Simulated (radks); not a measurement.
Species: neutral silver. Configuration: [Kr] 4d10 5s1. Method: scalar-relativistic Kohn-Sham, r2SCAN, spin-polarised, spherical densities, finite nucleus; open shells are filled with parallel spins first (spin-orbit coupling, left out, can overturn this in heavy ions); meta-GGA in the generalised Kohn-Sham scheme; Fermi nuclear charge, rms radius 4.5454 fm; computed with a radial shooting solver on a logarithmic mesh with Libxc functionals.

Radial electron density D(r) = 4 pi r^2 rho(r):

r (bohr)  D(r) (e/bohr)  spin D(r)
0.001246          1.839   0.000212
0.00145           2.400   0.000276
0.001688          3.123   0.000359
0.001965          4.048   0.000464
0.002288          5.225   0.000598
0.002642          6.624   0.000756
0.003076          8.460   0.000962
0.003581          10.73    0.00121
0.004168          13.51    0.00152
0.004853          16.86    0.00188
0.005649          20.81    0.00230
0.006577          25.38    0.00277
0.007656          30.51    0.00327
0.008913          36.09    0.00378
0.01038           41.89    0.00425
0.01198           47.30    0.00460
0.01395           52.49    0.00479
0.01624           56.67    0.00472
0.01891           59.36    0.00431
0.02201           60.22    0.00352
0.02562           59.23    0.00241
0.02983           56.81    0.00116
0.03473           53.91   0.000112
0.04043           51.87  -0.000267
0.04707           52.10   0.000478
0.05479           55.46    0.00254
0.06328           61.32    0.00539
0.07367           68.71    0.00817
0.08576           74.57    0.00884
0.09984           76.05    0.00552
0.1162            71.87   -0.00237
0.1353            63.52    -0.0128
0.1575            55.00    -0.0209
0.1834            50.79    -0.0216
0.2135            52.73    -0.0131
0.2485            58.17  -0.000399
0.287             61.24    0.00763
0.3341            57.52    0.00688
0.389             46.36    0.00111
0.4528            32.30    0.00141
0.5272            21.38     0.0124
0.6137            16.79     0.0216
0.7145            17.22    0.00623
0.8318            18.77    -0.0411
0.9683            18.32    -0.0918
1.127             15.44    -0.0978
1.312             11.41    -0.0303
1.516             7.812     0.0931
1.764             4.928      0.244
2.054             3.023      0.366
2.391             1.841      0.423
2.784             1.117      0.410
3.241            0.6638      0.341
3.773            0.3760      0.243
4.392            0.1959      0.148
5.113           0.09045     0.0757
5.952           0.03569     0.0319
6.874           0.01242     0.0116
8.003          0.003306    0.00316
9.316         0.0006898   0.000672
10.85         0.0001094   0.000108

D(r) has 4 maxima, at r = 0.0218, 0.0967, 0.289, 0.873 bohr, and minima at 0.0431, 0.188, 0.644 bohr, inside which lie 2.00, 11.13, 28.96 electrons.
